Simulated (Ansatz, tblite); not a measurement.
Cost and result up the ladder for Au2Cl⁺ (3 atoms). Total charge 1; singlet. Geometry: PBE-D4/def2-TZVP.

Cartesian coordinates in Å:
```
Au 0.150 -0.897 1.267
Au -1.214 0.618 -0.760
Cl 1.064 0.279 -0.507
```

Ansatz on 2 threads of Arm Neoverse V2 on a shared host; xTB runs through tblite on one thread. Times are rough, summed over both states, and most runs start from the orbitals of an earlier one. RPA@PBE/def2-TZVP serves as the yardstick here, not as an exact answer. The other state is a quintet at its own geometry.

In the def2 sets Au takes a core potential; there is no spin–orbit coupling. The xTB rows come from tblite. LC-ωPBE has ω = 0.4 bohr⁻¹. Correlated methods freeze 5 core orbitals; core or outer-core shells of Au are correlated, in sets that lack core-valence functions. At PBE0-D4/def2-TZVP a singlet of charge 1 lies 5.16 eV below the quintet, each at its own geometry. The structure comes from a short search, and lower isomers may exist.

Correlated methods converge slowly with the basis.

xTB has no spin-polarisation term.

| level | functions | wall time | quintet − singlet (eV) | difference from RPA@PBE/def2-TZVP (eV) |
| --- | --- | --- | --- | --- |
| GFN1-xTB | 27 | 0.005 s | 3.10 | -1.38 |
| GFN2-xTB | 27 | 0.005 s | 7.17 | 2.68 |
| HF/def2-TZVP | 117 | 3.5 s | 4.94 | 0.46 |
| PBE-D4/def2-TZVP (with forces) | 117 | 12 s | 4.37 | -0.12 |
| RPA@PBE/def2-TZVP | 117 | 14 s | 4.49 | 0.00 |
| LC-ωPBE/def2-TZVP | 117 | 16 s | 5.50 | 1.01 |
| CAM-B3LYP-D4/def2-TZVP | 117 | 16 s | 5.25 | 0.76 |
